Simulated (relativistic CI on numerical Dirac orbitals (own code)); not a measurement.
Hyperfine structure of Te XLVI, mass number 125

Method of calculation: Dirac-Coulomb-Breit CI, orbitals from a KLI potential per configuration, QED by a radiative potential, unscaled Slater integrals (own radial code, finite nucleus).

CI space (outside the closed core 1s2): 2s2 2p3, 2s 2p4, 2p5, 2p4 3s, 2p4 3p, 2p4 3d, 2s2 2p2 3s, 2s2 2p2 3p, 2s2 2p2 3d, 2s 2p3 3s, 2s 2p3 3p, 2s 2p3 3d, 2s2 2p2 4s, 2s2 2p2 4p, 2s2 2p2 4d, 2s2 2p2 4f. Levels of other configurations are missing.

Nuclear spin I = 1/2, μ = -0.887 μN (tables of Stone and Pyykkö). The electronic factors are computed for point nuclear moments, without core polarisation or the Bohr-Weisskopf and QED corrections.

```tsv
Level	E (eV)	A (GHz)
2s2 2p3 2D°_5/2	290.080	-994.3
2s2 2p3 2P°_1/2	319.429	-3060
2s 2p4 4P_5/2	477.502	-2298
2s 2p4 2S_1/2	543.223	-9388
2s2 2p3 2P°_3/2	590.961	-493.8
2s 2p4 4P_3/2	767.948	-2225
2s 2p4 2D_5/2	799.624	-2839
2s 2p4 2P_1/2	834.263	2944
```

Levels with J = 0, under 50 % of one LS term, or S terms without an open s electron are left out. Small factors come from cancelling terms and can be off by tens of per cent or more.

At this charge energies of transitions that change n are usually good to better than 1 %, and those within a shell (Δn = 0) to a few per cent.

Question: Give the hyperfine levels of 2s2 2p3 2P°_1/2 relative to its centre of gravity.

Answer: With K = F(F + 1) − I(I + 1) − J(J + 1), E = AK/2: F = 0: 2295, F = 1: -765 GHz.

LS names give the leading component of a level, which can be under half, so a name can repeat, a term be missing and a line seem to break the LS rules.
